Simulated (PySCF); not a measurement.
C8H10O2S.
Structure used (PBE0-D3(BJ)/def2-SVP), in Å, numbered top down from 1:
```
atom  x, y, z in Å
C1     3.1575    0.3158   -0.0999
C2     1.7068    0.2499   -0.5341
S3     0.6522    0.3905    0.9175
O4     0.8262    1.7385    1.4602
O5     0.8941   -0.7927    1.7438
C6    -1.0026    0.2699    0.2694
C7    -1.5986   -0.9861    0.1736
C8    -2.8937   -1.0761   -0.3303
C9    -3.5722    0.0791   -0.7207
C10   -2.9663    1.3308   -0.6040
C11   -1.6715    1.4344   -0.1014
H12    3.3874   -0.5040    0.5953
H13    3.8198    0.2316   -0.9736
H14    3.3642    1.2688    0.4073
H15    1.4222    1.0744   -1.2047
H16    1.4483   -0.7081   -1.0098
H17   -1.0503   -1.8674    0.5135
H18   -3.3803   -2.0510   -0.4088
H19   -4.5897    0.0037   -1.1118
H20   -3.5096    2.2321   -0.8968
H21   -1.1789    2.4006    0.0277
```

Theory: PySCF, PBE0-D3(BJ)/def2-SVP geometry optimisation, gas phase.

Take the most abundant isotopes and a rigid rotor. The values belong to one conformer with, in the numbering `[CH3:1][CH2:2][S:3](=[O:4])(=[O:5])[c:6]1[cH:7][cH:8][cH:9][cH:10][cH:11]1`, C1–C2–S3–O4 67°, C2–S3–C6–C7 90°.

Question: Give the principal moments of inertia and the rotational constants in MHz.

Answer: Ia = 232.11, Ib = 814.37, Ic = 871.68 u·Å²; 505379 MHz·u·Å²/I gives A = 2177, B = 620.6, C = 579.8 MHz.

Question: What kind of rotor is it?

Answer: A near-prolate asymmetric top. Ray's parameter κ = (2B − A − C)/(A − C) = -0.949; −1 is the prolate and +1 the oblate limit.

Question: Is it planar, by Δ = Ic − Ia − Ib?

Answer: Not planar: Δ = Ic − Ia − Ib = -174.79 u·Å². For a rigid frame Δ = −2 Σ m c², so Σ m c² = 87.40 u·Å² lies off the ab plane: 12.17 from hydrogen and 75.23 from heavier atoms. The atom farthest from that plane is 2.15 Å away.

Question: Give the other two planar moments, Paa and Pbb, and the rms extents of the mass along the axes.

Answer: Paa = Σ m a² = (Ib + Ic − Ia)/2 = 726.97 and Pbb = Σ m b² = (Ia + Ic − Ib)/2 = 144.71 u·Å². With the mass M = 170.04 u, the rms extents √(P/M) along a, b and c are 2.07, 0.92, 0.72 Å.

Question: Where do the levels up to J = 3 lie, in MHz?

Answer: Above 0(0,0):
J = 1: 1(0,1) 1200, 1(1,1) 2757, 1(1,0) 2798
J = 2: 2(0,2) 3600, 2(1,2) 5117, 2(1,1) 5239, 2(2,1) 9910, 2(2,0) 9910
J = 3: 3(0,3) 7198, 3(1,3) 8656, 3(1,2) 8901, 3(2,2) 13511, 3(2,1) 13515, 3(3,1) 21397, 3(3,0) 21397
The levels of one J sum to (2J + 1)J(J + 1)(A + B + C)/3.

Question: Predict some low-J microwave lines.

Answer: The dipole components are |μa| = 2.65 D, |μb| = 0.06 D, |μc| = 3.96 D. Intensities carry the squares of the components, which stand as 0.45 : 0.00 : 1.00 (a : b : c). Some lines, for components of 0.1 D or more:

```json
{"type": "a", "branch": "Q", "J(Ka,Kc)": "4(1,3) ← 4(1,4)", "MHz": "408", "lower level (cm⁻¹)": "0.446"}
{"type": "c", "branch": "Q", "J(Ka,Kc)": "1(1,1) ← 1(0,1)", "MHz": "1557", "lower level (cm⁻¹)": "0.040"}
{"type": "a", "branch": "R", "J(Ka,Kc)": "2(0,2) ← 1(0,1)", "MHz": "2400", "lower level (cm⁻¹)": "0.040"}
{"type": "c", "branch": "R", "J(Ka,Kc)": "1(1,0) ← 0(0,0)", "MHz": "2798", "lower level (cm⁻¹)": "0.000"}
{"type": "a", "branch": "R", "J(Ka,Kc)": "3(1,2) ← 2(1,1)", "MHz": "3662", "lower level (cm⁻¹)": "0.175"}
{"type": "c", "branch": "Q", "J(Ka,Kc)": "4(2,3) ← 4(1,3)", "MHz": "4529", "lower level (cm⁻¹)": "0.460"}
{"type": "a", "branch": "R", "J(Ka,Kc)": "4(1,4) ← 3(1,3)", "MHz": "4718", "lower level (cm⁻¹)": "0.289"}
{"type": "a", "branch": "R", "J(Ka,Kc)": "4(3,2) ← 3(3,1)", "MHz": "4803", "lower level (cm⁻¹)": "0.714"}
{"type": "a", "branch": "R", "J(Ka,Kc)": "4(2,2) ← 3(2,1)", "MHz": "4809", "lower level (cm⁻¹)": "0.451"}
{"type": "c", "branch": "R", "J(Ka,Kc)": "2(2,1) ← 1(1,1)", "MHz": "7153", "lower level (cm⁻¹)": "0.092"}
{"type": "c", "branch": "Q", "J(Ka,Kc)": "3(3,1) ← 3(2,1)", "MHz": "7882", "lower level (cm⁻¹)": "0.451"}
{"type": "c", "branch": "R", "J(Ka,Kc)": "3(2,1) ← 2(1,1)", "MHz": "8275", "lower level (cm⁻¹)": "0.175"}
{"type": "c", "branch": "Q", "J(Ka,Kc)": "4(4,1) ← 4(3,1)", "MHz": "11039", "lower level (cm⁻¹)": "0.874"}
{"type": "c", "branch": "R", "J(Ka,Kc)": "3(3,0) ← 2(2,0)", "MHz": "11487", "lower level (cm⁻¹)": "0.331"}
{"type": "c", "branch": "R", "J(Ka,Kc)": "4(3,1) ← 3(2,1)", "MHz": "12685", "lower level (cm⁻¹)": "0.451"}
{"type": "c", "branch": "R", "J(Ka,Kc)": "4(3,2) ← 3(2,2)", "MHz": "12689", "lower level (cm⁻¹)": "0.451"}
```

PBE0-D3(BJ)/def2-SVP frequencies: not computed here. Constants of a rigid frame at the computed geometry: no zero-point averaging, no centrifugal distortion. A rigid rotor knows nothing of internal rotation, which can split or shift real lines.
